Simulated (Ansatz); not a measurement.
Total energies of B₄O₁₁H₁₀, a hydroxylated oxide cluster from Ansatz at PBE0-D4/def2-SVP, gas phase (1 Eh = 27.2114 eV = 2625.5 kJ/mol). The reference geometry is relaxed at PBE-D4/def2-SVP.

```xyz
25

B     1.035    0.664   -1.572
B     0.704    1.586    0.691
B    -2.332   -0.070   -0.561
B     0.605   -1.588    1.187
O     2.048    1.668    0.994
O     2.339    1.133   -1.663
O     0.244    1.203   -0.558
O     0.565   -0.290   -2.407
O    -0.200    1.745    1.714
O    -2.363    0.179    0.804
O    -1.690   -1.155   -1.142
O    -2.975    0.773   -1.424
O    -0.267   -1.018    2.095
O     0.071   -2.655    0.476
O     1.878   -1.178    0.908
H     2.555    1.613    0.147
H     2.841    0.659   -2.351
H    -0.342   -0.598   -2.128
H    -1.104    1.502    1.389
H    -1.833   -0.471    1.328
H    -1.261   -1.783   -0.512
H    -3.387    1.511   -0.943
H     0.008   -0.127    2.411
H     0.729   -3.003   -0.154
H     2.131   -0.300    1.272
```

```csv
state,geometry,energy (Eh)
charge 0 singlet,reference,-931.90301
charge 1 doublet,reference,-931.49891
charge -1 doublet,reference,-931.83302
free B atom (doublet),–,-24.58932
free O atom (triplet),–,-74.92490
free H atom (doublet),–,-0.50029
```

Work out the vertical ionisation energy to the doublet.

E(charge 1 doublet) − E(charge 0 singlet) = -931.49891 − (-931.90301) = 0.40410 Eh = 11.00 eV. For comparison, −ε of the highest occupied level is 9.13 eV at this level, 1.87 eV less.

Work out the vertical electron affinity, to the doublet.

E(charge 0 singlet) − E(charge -1 doublet) = -931.90301 − (-931.83302) = -0.06999 Eh = -1.90 eV; negative, so the extra electron isn't bound. The basis lacks diffuse functions, which makes affinities too small.

Give the fundamental gap IE − EA, the Mulliken electronegativity (IE + EA)/2 and the hardness (IE − EA)/2.

From the values in Eh: IE − EA = 0.40410 − (-0.06999) = 0.47409 Eh = 12.90 eV; (IE + EA)/2 = 4.55 eV; (IE − EA)/2 = 6.45 eV. The HOMO–LUMO gap of the same run is 9.69 eV, 3.21 eV smaller than the fundamental gap.

What is the binding energy per atom against free atoms?

Atoms: 4 × (-24.58932) + 11 × (-74.92490) + 10 × (-0.50029) = -927.53408 Eh. Binding: -927.53408 − (-931.90301) = 4.36893 Eh = 118.88 eV, or 4.76 eV for each of 25 atoms (no zero-point energy, no counterpoise term).

At PBE0-D4/def2-SVP the highest occupied level of the charge -1 doublet lies above zero (up to 3.30 eV). By energy differences it is unbound by 1.90 eV (vertical, to the charge 0 singlet, at PBE0-D4/def2-SVP) and held by the finite basis.
